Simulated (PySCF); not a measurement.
Computed IR spectrum (relative IR intensity) of a molecule C4H13NSi. Coordinates come from a B3LYP-D3(BJ)/def2-SVP optimisation. One conformer was computed; it need not be the lowest. These are B3LYP-D3(BJ)/def2-SVP (PySCF) values and carry that method's errors. Frequencies are harmonic and unscaled.

Lines under 2 % of the strongest are left out, and lines within 2 cm⁻¹ are merged.

ν (cm⁻¹): 671 (vw), 700 (w), 719 (w), 863 (vw), 919 (m), 981 (m), 984 (vs), 996 (m), 1083 (w), 1146 (vw), 1233 (m), 1253 (w), 1383 (vw), 1413 (w), 1472 (vw), 1499 (w), 2151 (s), 2217 (m), 2222 (m), 2975 (m), 3027 (w), 3033 (w), 3051 (w), 3100 (w), 3115 (m), 3125 (w) (against the strongest line: vs over 80 %, s over 45 %, m over 15 %, w over 4 %, vw less)

Question: Identify the compound among the candidates.
(A) CCC[SiH2]NC
(B) CC(C)(C)N[SiH3]
(C) CCCNC[SiH3]
(D) CC(C)N(C)[SiH3]

Answer: D, CC(C)N(C)[SiH3]
